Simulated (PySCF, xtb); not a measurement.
C4H9F, SMILES CCCCF. One conformer was computed; it need not be the lowest.

Harmonic wavenumbers (cm⁻¹) from xtb with GFN2-xTB at its own minimum, in rising order: 86, 113, 232, 255, 334, 501, 780, 865, 883, 967, 982, 1078, 1103, 1134, 1143, 1221, 1238, 1281, 1301, 1332, 1369, 1417, 1449, 1471, 1494, 1504, 1506, 2939, 2947, 2969, 2985, 2992, 2997, 3031, 3036, 3043.

**Question.** What does r2SCAN-D4/def2-SVP run with PySCF give at its own minimum? (An estimate is asked for; the answer gives what the named calculation found.)

**Answer.** 94, 146, 249, 262, 343, 520, 748, 839, 855, 968, 972, 1060, 1101, 1137, 1169, 1247, 1267, 1313, 1320, 1388, 1398, 1416, 1443, 1467, 1471, 1481, 1489, 3014, 3019, 3024, 3026, 3067, 3080, 3089, 3118, 3129. Paired by order, the mean absolute difference is 31 cm⁻¹ and the zero-point energies are 77.2 and 78.2 kcal/mol.
